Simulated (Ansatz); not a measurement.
Results of the Gaussian-basis code of Ansatz.

Basis-set series for CH$_{3}$BI$_{2}$ (`CB(I)I`). Total charge 0; spin multiplicity 1. I: def2 effective core potential. The structure was optimised at the PBE0-D4/def2-TZVP level.

```xyz
7

C     0.4440    0.4323    0.5183
B    -0.3765   -0.4191   -0.4853
I    -2.4239    0.0389   -0.8366
I     0.4877   -2.0501   -1.5323
H     0.4192    1.4849    0.2155
H     1.4823    0.1155    0.6162
H    -0.0328    0.3976    1.5043
```

| functional | basis | functions | energy (Eh) | HOMO (eV) | LUMO (eV) |
| --- | --- | --- | --- | --- | --- |
| PBE0-D4 | def2-SVP | 95 | -660.12487 | -7.29 | -1.87 |
| PBE0-D4 | def2-QZVPP | 368 | -660.21753 | -7.36 | -1.94 |
| ωB97M-V | def2-SVP | 95 | -660.09836 | -9.36 | 0.10 |
| ωB97M-V | def2-QZVPP | 368 | -660.19667 | -9.46 | 0.00 |

(1) Give the rows for def2-TZVPP. (Best estimate.)

## Answers

(1) The calculation gave: 
```tsv
functional	basis	functions	energy (Eh)	HOMO (eV)	LUMO (eV)
PBE0-D4	def2-TZVPP	204	-660.21180	-7.35	-1.92
ωB97M-V	def2-TZVPP	204	-660.19123	-9.45	0.02
```

Positive LUMOs are unbound and depend on the basis.
